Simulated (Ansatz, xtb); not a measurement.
**C3H11GaGe: which of two isomers lies lower**

Structure X is `C[CH2][Ga]([CH3])[GeH3]`, a singlet and structure Y is `[CH3][Ga]([CH3])[CH2][GeH3]`, a singlet. Both are isolated molecules in the gas phase, relaxed with B3LYP/def2-SVP; the shapes shown needn't be the lowest conformers.

X (Å):

```yaml
atoms:
  - { symbol: C, position_ang: [-0.4141, -2.6247, -2.2034] }
  - { symbol: C, position_ang: [0.6920, -2.2236, -1.2220] }
  - { symbol: C, position_ang: [1.5296, -0.6913, 1.7616] }
  - { symbol: Ga, position_ang: [0.1544, -1.2086, 0.4162] }
  - { symbol: Ge, position_ang: [-2.2216, -0.5873, 0.7843] }
  - { symbol: H, position_ang: [-1.1689, -3.2726, -1.7277] }
  - { symbol: H, position_ang: [-0.0179, -3.1762, -3.0740] }
  - { symbol: H, position_ang: [-0.9519, -1.7458, -2.5962] }
  - { symbol: H, position_ang: [1.4589, -1.6037, -1.7246] }
  - { symbol: H, position_ang: [1.2440, -3.1135, -0.8641] }
  - { symbol: H, position_ang: [1.4932, 0.3945, 1.9520] }
  - { symbol: H, position_ang: [1.3161, -1.1894, 2.7233] }
  - { symbol: H, position_ang: [2.5497, -0.9616, 1.4482] }
  - { symbol: H, position_ang: [-2.7481, 0.3640, -0.3224] }
  - { symbol: H, position_ang: [-2.4808, 0.1299, 2.1329] }
  - { symbol: H, position_ang: [-3.1604, -1.8215, 0.7558] }
```

Y (Å):

```yaml
atoms:
  - { symbol: C, position_ang: [-2.5580, -0.0181, -1.4485] }
  - { symbol: C, position_ang: [-0.9036, 1.7353, 1.0675] }
  - { symbol: C, position_ang: [0.6262, -0.8922, -0.5161] }
  - { symbol: Ga, position_ang: [-0.9610, 0.2966, -0.3052] }
  - { symbol: Ge, position_ang: [1.9498, -0.2708, -1.8371] }
  - { symbol: H, position_ang: [-3.1562, -0.8413, -1.0183] }
  - { symbol: H, position_ang: [-2.2729, -0.3257, -2.4674] }
  - { symbol: H, position_ang: [-3.2093, 0.8672, -1.5126] }
  - { symbol: H, position_ang: [0.0755, 2.2417, 1.0747] }
  - { symbol: H, position_ang: [-1.6921, 2.4896, 0.9229] }
  - { symbol: H, position_ang: [-1.0420, 1.2914, 2.0695] }
  - { symbol: H, position_ang: [0.3060, -1.8984, -0.8348] }
  - { symbol: H, position_ang: [1.1569, -0.9905, 0.4458] }
  - { symbol: H, position_ang: [2.4933, 1.1255, -1.4501] }
  - { symbol: H, position_ang: [1.3075, -0.1569, -3.2403] }
  - { symbol: H, position_ang: [3.1507, -1.2415, -1.9368] }
```

Quicker runs give these differences E(Y) − E(X): GFN2-xTB +0.609 eV; HF/STO-3G −0.090 eV (at GFN2-xTB geometries); r2SCAN-D4/def2-SVP +0.013 eV (at GFN2-xTB geometries).

Q: Estimate which is lower in electronic energy at CCSD(T)/def2-SVP + ΔMP2/def2-TZVPP, and by roughly how much.

A: CCSD(T)/def2-SVP + ΔMP2/def2-TZVPP gives E(Y) − E(X) = −0.057 eV, favouring structure Y, but this leans on the basis-set step: CCSD(T) alone gives +0.075 eV.

The same difference at several levels:

| level | geometry | E(Y) − E(X) (eV) | departure from the last row (eV) | job, with rough time for the two |
| --- | --- | --- | --- | --- |
| GFN2-xTB | GFN2-xTB | +0.609 | +0.666 | optimisation, 0.66 s |
| HF/STO-3G | GFN2-xTB | −0.090 | −0.033 | single point, 5.8 s |
| r2SCAN-D4/def2-SVP | GFN2-xTB | +0.013 | +0.070 | single point, 6.3 s |
| B3LYP/def2-SVP | B3LYP/def2-SVP | +0.131 | +0.187 | optimisation, 3.5 min |
| HF/def2-SVP | B3LYP/def2-SVP | +0.047 | +0.103 | part of the CCSD(T) run |
| MP2/def2-SVP | B3LYP/def2-SVP | −0.002 | +0.055 | part of the CCSD(T) run |
| CCSD(T)/def2-SVP | B3LYP/def2-SVP | +0.075 | +0.132 | single point |
| CCSD(T)/def2-SVP + ΔMP2/def2-TZVPP | B3LYP/def2-SVP | −0.057 |  | single point, 2.6 min |

As drawn, Y has 1 C–Ga, 1 C–Ge in place of 1 C–C, 1 Ga–Ge.

GFN2-xTB, B3LYP/def2-SVP, HF/def2-SVP, CCSD(T)/def2-SVP put the two in the other order. r2SCAN-D4/def2-SVP, MP2/def2-SVP find them nearly level. The largest departure from CCSD(T)/def2-SVP + ΔMP2/def2-TZVPP is that of GFN2-xTB, 0.666 eV. A small imaginary or near-zero mode remains, so no thermal terms are given. The last row adds to CCSD(T) the change of the MP2 difference between the two basis sets, here −0.132 eV, a large step that makes the value less sure.

The correlated steps freeze 21 core orbitals; the filled d shell of Ga and Ge is correlated, in a basis made for valence electrons. Programs: Ansatz 0.2.0, xtb 6.7.1; the last row on 2 threads of Intel(R) Xeon(R) Platinum 8488C (Sapphire Rapids) on a shared host.
